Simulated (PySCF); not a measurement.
Isomers of [C7H14P]+ (charge +1), mass 129.083 u with the commonest isotopes. The calculation used PySCF, PBE0-D3(BJ)/def2-SVP geometry optimisation, gas phase. One conformer each, none proved a minimum here; rigid rotors.

**Question.** Order these by rotational constant C, smallest first.
A. `[CH2:1]=[CH:2][P@@H+:3]([CH3:4])[CH:5]1[CH2:6][CH2:7][CH2:8]1` (charge +1) with C1–C2–P3–C4 123°, C2–P3–C5–C6 64°, P3–C5–C6–C7 139°, C5–C6–C7–C8 -18°, C6–C7–C8–C5 18°, P3–C5–C8–C7 -139°
B. `[CH:1]#[C:2][CH2:3][PH2+:4][CH2:5][CH2:6][CH2:7][CH3:8]` (charge +1) with C2–C3–P4–C5 -179°, C3–P4–C5–C6 -167°, P4–C5–C6–C7 -57°, C5–C6–C7–C8 -174°
C. `C1C[PH+]2CCC1CC2`

**Answer.** B (543.7 MHz), A (859.8 MHz), C (1876 MHz).

**Question.** Order these by rotational constant B, smallest first.
A. `[CH:1]#[C:2][CH2:3][PH2+:4][CH2:5][CH2:6][CH2:7][CH3:8]` (charge +1) with C2–C3–P4–C5 -179°, C3–P4–C5–C6 -167°, P4–C5–C6–C7 -57°, C5–C6–C7–C8 -174°
B. `[CH2:1]=[CH:2][P@@H+:3]([CH3:4])[CH:5]1[CH2:6][CH2:7][CH2:8]1` (charge +1) with C1–C2–P3–C4 123°, C2–P3–C5–C6 64°, P3–C5–C6–C7 139°, C5–C6–C7–C8 -18°, C6–C7–C8–C5 18°, P3–C5–C8–C7 -139°
C. `C1C[PH+]2CCC1CC2`

**Answer.** A (591.1 MHz), B (1139 MHz), C (1878 MHz).

**Question.** Order these by radius of gyration √(Σ m r²/M), largest first.
A. `[CH2:1]=[CH:2][P@@H+:3]([CH3:4])[CH:5]1[CH2:6][CH2:7][CH2:8]1` (charge +1) with C1–C2–P3–C4 123°, C2–P3–C5–C6 64°, P3–C5–C6–C7 139°, C5–C6–C7–C8 -18°, C6–C7–C8–C5 18°, P3–C5–C8–C7 -139°
B. `C1C[PH+]2CCC1CC2`
C. `[CH:1]#[C:2][CH2:3][PH2+:4][CH2:5][CH2:6][CH2:7][CH3:8]` (charge +1) with C2–C3–P4–C5 -179°, C3–P4–C5–C6 -167°, P4–C5–C6–C7 -57°, C5–C6–C7–C8 -174°

**Answer.** C (2.705 Å), A (2.177 Å), B (1.735 Å).

```json
{"SMILES": "C=C[P@@H+](C)C1CCC1", "point group": "C1", "Ia (u·Å²)": "191.69", "Ib (u·Å²)": "443.64", "Ic (u·Å²)": "587.79", "κ": "-0.69", "μa (D)": "2.51", "μb (D)": "0.99", "μc (D)": "0.22"}
{"SMILES": "C#CC[PH2+]CCCC", "point group": "C1", "Ia (u·Å²)": "105.16", "Ib (u·Å²)": "854.95", "Ic (u·Å²)": "929.46", "κ": "-0.98", "μa (D)": "1.52", "μb (D)": "1.05", "μc (D)": "0.01"}
{"SMILES": "C1C[PH+]2CCC1CC2", "point group": "C3", "Ia (u·Å²)": "238.18", "Ib (u·Å²)": "269.16", "Ic (u·Å²)": "269.44", "κ": "-0.98", "μa (D)": "2.26", "μb (D)": "0.01", "μc (D)": "0.02"}
```
